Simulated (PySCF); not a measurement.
[CeH3(NH3)]+ at several levels of theory

Computed with PySCF 2.14.0 (density fitting, no spin-orbit coupling) at the geometry relaxed with PBE0:

```xyz
8
[CeH3(NH3)]+ (singlet)
Ce    0.2270   -0.2270    0.2270
H     1.2617    1.0168    1.2617
H    -1.0168   -1.2617    1.2617
H     1.2617   -1.2617   -1.0168
N    -1.2436    1.2436   -1.2436
H    -1.8673    1.8673   -0.7177
H    -0.7177    1.8673   -1.8673
H    -1.8673    0.7177   -1.8673
```

```tsv
level	basis	state	HOMO (eV)	gap (eV)	charge on Ce1 (e)	population of f-type functions on Ce1 (core shells left out)	dipole about the centre of mass (D)	largest force component (eV/Å)
PBE0	Ce def2-SVP with ECP28, H def2-SVP, N def2-SVP	singlet	-12.46	3.98	1.19	0.77	5.55	0.01
HF	the same	singlet	-15.72	12.50	1.49	0.28	6.02	0.50
B3LYP	the same	singlet	-12.25	3.39	1.22	0.81	5.54	0.13
```

Charges are Mulliken's, which hang on the basis. The relaxation used the grid (50, 194), these runs (75, 302) or, all-electron (x2c bases, spin-free X2C Hamiltonian), (99, 590).

(1) What does PBE0 with Ce def2-TZVP with ECP28, H def2-TZVP, N def2-TZVP give here?

A frequency check found unstable modes (1, the lowest at -27 cm⁻¹), so the relaxed geometry is a saddle point, or these are noise. No other spin state of this charge was computed.

Results:

(1) state singlet, HOMO (eV) -12.46, gap (eV) 3.99, charge on Ce1 (e) 1.04, population of f-type functions on Ce1 (core shells left out) 0.80, dipole about the centre of mass (D) 5.45, largest force component (eV/Å) 0.25. Time: 19 s on 2 threads of AMD EPYC 7R43 64-Core Processor (Zen 3) (shared host), from free ions and atoms.
